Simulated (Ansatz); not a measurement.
One geometry of B8P8 (relaxed from a model of (BP)8 cage of four- and six-membered rings, whose bonding it doesn't keep), several levels of theory.

```yaml
crystal:
  periodic: [false, false, false]
  atoms:
    - {symbol: B, position_ang: [-0.999339, 0.129375, 2.151991]}
    - {symbol: P, position_ang: [-0.124386, -1.575508, 2.608364]}
    - {symbol: B, position_ang: [0.994054, -0.122532, 2.154861]}
    - {symbol: P, position_ang: [0.117978, 1.583790, 2.603642]}
    - {symbol: B, position_ang: [-0.490088, 1.656141, 0.756894]}
    - {symbol: P, position_ang: [-2.118900, 0.692485, 0.693367]}
    - {symbol: B, position_ang: [-1.654015, -0.490425, -0.761400]}
    - {symbol: P, position_ang: [-0.690555, -2.119227, -0.694565]}
    - {symbol: B, position_ang: [0.488232, -1.653722, 0.763359]}
    - {symbol: P, position_ang: [2.117192, -0.690247, 0.700778]}
    - {symbol: B, position_ang: [1.655857, 0.488001, -0.758892]}
    - {symbol: P, position_ang: [0.692260, 2.117013, -0.699614]}
    - {symbol: P, position_ang: [-1.576431, 0.117066, -2.608125]}
    - {symbol: B, position_ang: [-0.123352, -1.000125, -2.151960]}
    - {symbol: P, position_ang: [1.582847, -0.125369, -2.603853]}
    - {symbol: B, position_ang: [0.128658, 0.993285, -2.154850]}
basis:
  gaussian: {orbitals: def2-SVP, initial_orbitals: start.molden}
hamiltonian: {xc: pbe, dispersion: d4}
scf: {omitted_lower_state_checks: [starts]}
output: {forces: true, orbitals: {seedname: orbitals}}
```

The file start.molden holds the orbitals of an earlier run on this structure, at another level or in another basis.

```sh
$ ansatz run in.yaml --threads 4 --pin off --events-out ev --progress --plain --max-ram 6963MiB
```

It prints (some lines left out):

```
Functional definition: PBE
2888 factors; their error is unknown
mean field evaluation 1: about -79653.6019 eV, gradient 1.1e1 eV
mean field evaluation 2: about -79653.8507 eV, gradient 2.8e-1 eV
mean field evaluation 4: about -79653.7962 eV, gradient 1.5e-3 eV
mean field -79653.79615369 eV, -2927.2230173660 hartree, gradient 1.0e-5 eV, S^2 0.000000; 0 other end points of the search recorded, 0 dependent functions left out
reference -79653.79619691 eV, -2927.2230189543 hartree; 80, 80 occupied and 176, 176 virtual orbitals, 2888 factors
Total energy: -79655.63690259 eV, -2927.2906636401 hartree
Atom 0 at    -0.999339     0.129375     2.151991 Å, force    -0.034756    -0.051587    -0.045738 eV/Å
Atom 1 at    -0.124386    -1.575508     2.608364 Å, force    -0.078080    -0.167055     0.128025 eV/Å
Atom 2 at     0.994054    -0.122532     2.154861 Å, force     0.034791     0.051511    -0.045897 eV/Å
Atom 3 at     0.117978     1.583790     2.603642 Å, force     0.077808     0.167465     0.127685 eV/Å
Atom 4 at    -0.490088     1.656141     0.756894 Å, force     0.036352    -0.042169    -0.046231 eV/Å
Atom 5 at    -2.118900     0.692485     0.693367 Å, force    -0.092776    -0.010746    -0.045556 eV/Å
Atom 6 at    -1.654015    -0.490425    -0.761400 Å, force     0.042197     0.036543     0.046282 eV/Å
Atom 7 at    -0.690555    -2.119227    -0.694565 Å, force     0.010549    -0.092673     0.045638 eV/Å
Atom 8 at     0.488232    -1.653722     0.763359 Å, force    -0.036259     0.042055    -0.046375 eV/Å
Atom 9 at     2.117192    -0.690247     0.700778 Å, force     0.092815     0.010422    -0.045399 eV/Å
Atom 10 at     1.655857     0.488001    -0.758892 Å, force    -0.042156    -0.036230     0.046371 eV/Å
Atom 11 at     0.692260     2.117013    -0.699614 Å, force    -0.010555     0.092809     0.045311 eV/Å
Atom 12 at    -1.576431     0.117066    -2.608125 Å, force    -0.167144     0.077735    -0.128164 eV/Å
Atom 13 at    -0.123352    -1.000125    -2.151960 Å, force     0.051614    -0.034668     0.045823 eV/Å
Atom 14 at     1.582847    -0.125369    -2.603853 Å, force     0.167467    -0.078127    -0.127537 eV/Å
Atom 15 at     0.128658     0.993285    -2.154850 Å, force    -0.051867     0.034716     0.045761 eV/Å
Dipole moment:    -0.000003     0.000000    -0.000005 e Å
Checks for a lower state left out: starts
```

Run time 12 s (4 threads of Arm Neoverse V1 on a shared host), peak host memory 0.7 GiB.

The first input with `hamiltonian: {xc: r2scan, dispersion: d4}`, `output: {orbitals: {seedname: orbitals}}` (abridged; 22 s):

```
Functional definition: r2SCAN
mean field -79687.33112884 eV, -2928.4554049718 hartree, gradient 1.8e-5 eV, S^2 0.000000
Total energy: -79687.78571182 eV, -2928.4721105884 hartree
Checks for a lower state left out: starts
```

The first input with `correlation: {method: mp2}`, `output: {orbitals: {seedname: orbitals}}` and without the key `hamiltonian` (abridged; 16 s):

```
Functional definition: HF
mean field -79521.42964389 eV, -2922.3586378522 hartree, gradient 3.1e-6 eV, S^2 0.000000
48 core orbitals not correlated: weight in the atoms' cores, before any rotation towards them, 1.000 or more for the frozen orbitals, at most 0.000 for the correlated occupied ones
second order -44.57069432 eV of doubles, -0.00000000 eV of singles
Total energy: -79566.00033821 eV, -2923.9965806573 hartree
Checks for a lower state left out: starts
```

First input, but with `hamiltonian: {xc: pbe0, dispersion: d4}` (abridged; 20 s):

```
Functional definition: PBE0
mean field -79660.76032318 eV, -2927.4789458741 hartree, gradient 1.0e-5 eV, S^2 0.000000
Total energy: -79662.38245717 eV, -2927.5385581988 hartree
Atom 0 force    -0.036360    -0.017077    -0.057445 eV/Å
Atom 1 force     0.093782     0.159101    -0.103641 eV/Å
Atom 2 force     0.036413     0.016970    -0.057501 eV/Å
Atom 3 force    -0.093478    -0.159427    -0.103366 eV/Å
Atom 4 force     0.079002    -0.084753    -0.089502 eV/Å
Atom 5 force     0.162000    -0.024141     0.054129 eV/Å
Atom 6 force     0.084665     0.079236     0.089672 eV/Å
Atom 7 force     0.024221     0.162108    -0.054096 eV/Å
Atom 8 force    -0.078814     0.084501    -0.089875 eV/Å
Atom 9 force    -0.162207     0.024118     0.053610 eV/Å
Atom 10 force    -0.084708    -0.078770     0.089797 eV/Å
Atom 11 force    -0.023971    -0.162289    -0.053645 eV/Å
Atom 12 force     0.159082    -0.093502     0.103865 eV/Å
Atom 13 force     0.017090    -0.036253     0.057407 eV/Å
Atom 14 force    -0.159333     0.093854     0.103147 eV/Å
Atom 15 force    -0.017385     0.036323     0.057441 eV/Å
Dipole moment:    -0.000004     0.000001    -0.000006 e Å
Checks for a lower state left out: starts
```

Geometry: r2SCAN-D4/def2-SVP.

Correlated methods freeze 48 core orbitals.
